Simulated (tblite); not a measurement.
C₅H₁₃B₂N.
Atom-mapped SMILES: `[BH2:1][N:2]([BH2:3])[C:4]([CH3:5])([CH3:6])[CH:7]=[CH2:8]` (hydrogens: H9, H10 on B1; H11, H12 on B3; H13, H14, H15 on C5; H16, H17, H18 on C6; H19 on C7; H20, H21 on C8)

Computed with GFN2-xTB (tblite), gas phase: L-BFGS steps from a force-field or distance-geometry start until the largest atomic force falls under 0.01 eV/Å.

Geometry at step 27:
```
atom  x, y, z in Å
B1     -1.5704    1.5438   -0.7215
N2     -0.9600    0.6526    0.1877
B3     -1.5719    0.5009    1.4618
C4      0.1385   -0.2682   -0.2229
C5     -0.4602   -1.5885   -0.7319
C6      1.0102    0.3529   -1.3274
C7      0.9613   -0.5662    1.0150
C8      2.1481   -0.0809    1.3194
H9     -2.3583    2.3027   -0.3125
H10    -1.3550    1.5129   -1.8720
H11    -2.1615    1.4053    1.9124
H12    -1.5185   -0.5060    2.0577
H13    -1.0144   -2.0739    0.0686
H14     0.3389   -2.2537   -1.0535
H15    -1.1329   -1.3954   -1.5664
H16     1.9098   -0.2449   -1.4661
H17     0.4719    0.3675   -2.2704
H18     1.2999    1.3733   -1.0795
H19     0.4923   -1.2683    1.6871
H20     2.6335   -0.3246    2.2485
H21     2.6897    0.5758    0.6655
```

**Question.** What forces act on the atoms?

**Answer.** 
```json
{"atom": "B1", "Fx (eV/Å)": "0.039", "Fy (eV/Å)": "-0.050", "Fz (eV/Å)": "0.004"}
{"atom": "N2", "Fx (eV/Å)": "0.134", "Fy (eV/Å)": "0.045", "Fz (eV/Å)": "-0.007"}
{"atom": "B3", "Fx (eV/Å)": "0.019", "Fy (eV/Å)": "0.048", "Fz (eV/Å)": "-0.065"}
{"atom": "C4", "Fx (eV/Å)": "-0.039", "Fy (eV/Å)": "0.068", "Fz (eV/Å)": "-0.005"}
{"atom": "C5", "Fx (eV/Å)": "0.038", "Fy (eV/Å)": "0.083", "Fz (eV/Å)": "0.040"}
{"atom": "C6", "Fx (eV/Å)": "-0.069", "Fy (eV/Å)": "-0.050", "Fz (eV/Å)": "0.053"}
{"atom": "C7", "Fx (eV/Å)": "-0.016", "Fy (eV/Å)": "-0.143", "Fz (eV/Å)": "-0.128"}
{"atom": "C8", "Fx (eV/Å)": "0.014", "Fy (eV/Å)": "0.039", "Fz (eV/Å)": "-0.038"}
{"atom": "H9", "Fx (eV/Å)": "-0.010", "Fy (eV/Å)": "0.030", "Fz (eV/Å)": "0.014"}
{"atom": "H10", "Fx (eV/Å)": "0.026", "Fy (eV/Å)": "-0.014", "Fz (eV/Å)": "0.030"}
{"atom": "H11", "Fx (eV/Å)": "-0.072", "Fy (eV/Å)": "-0.069", "Fz (eV/Å)": "-0.048"}
{"atom": "H12", "Fx (eV/Å)": "0.016", "Fy (eV/Å)": "0.031", "Fz (eV/Å)": "0.018"}
{"atom": "H13", "Fx (eV/Å)": "-0.060", "Fy (eV/Å)": "-0.005", "Fz (eV/Å)": "-0.077"}
{"atom": "H14", "Fx (eV/Å)": "-0.042", "Fy (eV/Å)": "0.001", "Fz (eV/Å)": "-0.036"}
{"atom": "H15", "Fx (eV/Å)": "0.039", "Fy (eV/Å)": "-0.047", "Fz (eV/Å)": "0.045"}
{"atom": "H16", "Fx (eV/Å)": "-0.050", "Fy (eV/Å)": "-0.007", "Fz (eV/Å)": "0.061"}
{"atom": "H17", "Fx (eV/Å)": "0.023", "Fy (eV/Å)": "0.007", "Fz (eV/Å)": "0.021"}
{"atom": "H18", "Fx (eV/Å)": "-0.081", "Fy (eV/Å)": "-0.082", "Fz (eV/Å)": "0.029"}
{"atom": "H19", "Fx (eV/Å)": "0.017", "Fy (eV/Å)": "0.036", "Fz (eV/Å)": "0.085"}
{"atom": "H20", "Fx (eV/Å)": "0.034", "Fy (eV/Å)": "-0.078", "Fz (eV/Å)": "-0.003"}
{"atom": "H21", "Fx (eV/Å)": "0.039", "Fy (eV/Å)": "0.159", "Fz (eV/Å)": "0.007"}
```

The largest, 0.19 eV/Å, acts on C7; the rms over all components is 0.056 eV/Å. The forces sum to zero within rounding, as they must for an isolated molecule in no field.

**Question.** Give the force on C7 in Eh/bohr and in nN.

**Answer.** 0.193 eV/Å ÷ 51.422 = 0.00375 Eh/bohr, and 0.193 eV/Å × 1.602 = 0.31 nN.

**Question.** How far is this geometry from the end of the optimisation?

**Answer.** 0.127 eV above it, and 0.576 Å rms away after alignment. The bonds farthest from their final lengths, with half the difference of the two atoms' forces along the bond (positive lengthens):

```tsv
bond	now (Å)	final (Å)	force along bond (eV/Å)
N2–C4	1.491	1.479	-0.07
N2–B3	1.422	1.417	0.00
C8–H21	1.073	1.078	+0.03
C6–H18	1.089	1.087	-0.02
C7–H19	1.079	1.082	0.00
B3–H11	1.170	1.167	-0.02
```

The angle farthest from its final value is C6–C4–C7, 111.0° against 105.4°.

The cost below is that of the whole relaxation. On one thread, Arm Neoverse V2 (aarch64), on a shared host, this took 1.1 s.
